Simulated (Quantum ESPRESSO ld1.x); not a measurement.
Problem. These are the eigenvalues of the occupied orbitals of an atom or ion with whole-number occupations (hartree). Calculated with ld1.x of Quantum ESPRESSO 7.5: non-relativistic Kohn-Sham, LDA (Slater exchange, Perdew-Wang correlation), spin-polarised, spherical densities, point nucleus.

| orbital | eigenvalue |
|---|---|
| 1s up | -254.888 |
| 1s down | -254.887 |
| 2s up | -30.2457 |
| 2s down | -30.1690 |
| 2p up | -26.2254 |
| 2p down | -26.1670 |
| 3s up | -4.09369 |
| 3s down | -3.93938 |
| 3p up | -2.91976 |
| 3p down | -2.76887 |
| 3d up | -1.01366 |
| 3d down | -0.87611 |

Which element is it, and in what charge state? The configuration may be excited. Open shells, if any, are filled with parallel spins first.

Solution. Z = 26, iron, charge +2: Fe2+ in [Ar] 3d6. The list shows which subshells hold electrons but not how many an open one holds; the 1s level, -254.89 hartree, gives Z - s = 22.6 by -(Z - s)^2/2, which with screening narrows Z to a few neighbours, and the depths of the outer levels then fix element, charge and occupations together.
